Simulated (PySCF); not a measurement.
C2H3AlClF, SMILES [Cl][Al]([CH]=C)[F].

The structure is a stationary point at PBE-D3(BJ)/def2-SVP. The structure was generated by enumeration; whether it is a known compound was not checked. Other conformers were not sampled.

Two levels are set side by side: PBE/def2-TZVP (PySCF) and HF/def2-TZVP (PySCF). Same geometry, gas phase. Differences are taken from unrounded values.

```json
[
 {"quantity": "orbital gap (eV)", "HF": "12.41"},
 {"quantity": "highest occupied level (eV)", "HF": "-10.78"},
 {"quantity": "lowest empty level (eV)", "HF": "1.63"},
 {"quantity": "dipole moment (D)", "HF": "2.60"},
 {"quantity": "mean polarisability (bohr³)", "HF": "53.4"}
]
```

### Question
What does PBE give, and how far is it from HF? (An estimate is asked for; the answer gives what the named calculation found.)

### Answer

| quantity | PBE | PBE minus HF |
|---|---|---|
| orbital gap (eV) | 4.92 | -7.49 |
| highest occupied level (eV) | -7.40 | 3.39 |
| lowest empty level (eV) | -2.47 | -4.10 |
| dipole moment (D) | 2.39 | -0.21 |
| mean polarisability (bohr³) | 59.3 | 5.9 |

PBE's occupied levels lie high since its potential decays too fast outside the molecule; exact exchange lowers them and widens the gap. PBE's more diffuse valence density responds more strongly to a field. Differences between two approximate levels are no errors against the true value.

Rough cost on one machine, each run with all the roots and properties that it gave: HF against PBE about 1/3.
